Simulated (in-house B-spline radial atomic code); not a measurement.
Values are calculated unless marked as measured or tabulated.
What the choice of pseudopotential does to G0W0 on PBE0: Yb

All numbers come from a B-spline radial code for spherical atoms, non-relativistic (model numbers for so heavy an element), configuration [Xe] 4f14 6s2, open shells at high spin. Semilocal Troullier-Martins pseudo-atoms, one channel per l, are made with PBE or LDA for several valence sets and radii, with or without a model core, and set against the all-electron atom. One channel fits only the lowest state of its l, so a second state of that l is approximate. All electrons give 6s: PBE0 -4.114 eV, G0W0 -5.940 eV. Potentials are made in the ion's own configuration unless the neutral atom is named, and a smooth local potential serves every l without a channel. Potentials that miss their own reference levels by more than 6 millihartree, or need radii over 3.5 bohr, are left out. Columns give pseudo minus all-electron, in eV; a dash marks a level in the core or of low weight.

```
       valence  made with                 radii (bohr)  model core (bohr)  6s PBE0  6s G0W0
            6s        PBE                       s 3.40               2.70    +0.03    +0.03
      5p 4f 6s        PBE  s 3.40 p 1.47 d 2.26 f 1.85               none    -0.09    -0.22
      5p 4f 6s        PBE  s 2.86 p 1.02 d 1.57 f 1.29               0.71    -0.09    -0.23
      5p 4f 6s        LDA  s 3.40 p 1.27 d 2.00 f 1.61               0.71    -0.09    -0.23
      5p 4f 6s        PBE  s 3.40 p 1.47 d 2.26 f 1.85               0.71    -0.09    -0.22
   5s 5p 4f 6s        PBE  s 1.05 p 1.15 d 1.77 f 1.45               0.69    -0.07    -0.10
   5s 5p 4f 6s        PBE  s 1.17 p 1.27 d 1.97 f 1.61               0.69    -0.05    -0.08
   5s 5p 4f 6s        PBE  s 1.34 p 1.47 d 2.26 f 1.85               0.69    -0.05    -0.07
   5s 5p 4f 6s        PBE  s 1.52 p 1.66 d 2.56 f 2.10               0.69    -0.08    -0.11
4d 5s 5p 4f 6s        PBE  s 1.05 p 1.15 d 0.44 f 1.45               none    -0.06    -0.16
4d 5s 5p 4f 6s        PBE  s 1.34 p 1.47 d 0.57 f 1.85               none    -0.05    -0.14
4d 5s 5p 4f 6s        LDA  s 1.52 p 1.66 d 0.64 f 2.10               none    -0.09    -0.21
4d 5s 5p 4f 6s        LDA  s 1.05 p 1.15 d 0.44 f 1.45               0.32    -0.05    -0.15
4d 5s 5p 4f 6s        PBE  s 1.52 p 1.66 d 0.64 f 2.10               0.32    -0.08    -0.20
```

(1) How does the G0W0 shift of 6s, which all sets hold, depend on the valence set?

Answers

(1) Mean size: 6s: 0.03 eV; 5s 5p 4f 6s: 0.09 eV; 4d 5s 5p 4f 6s: 0.17 eV; 5p 4f 6s: 0.22 eV. A larger valence set can do worse when it takes only part of a shell, whose exchange with the frozen rest is then left to the functional. The means mix radii and the functional used in making the potentials.
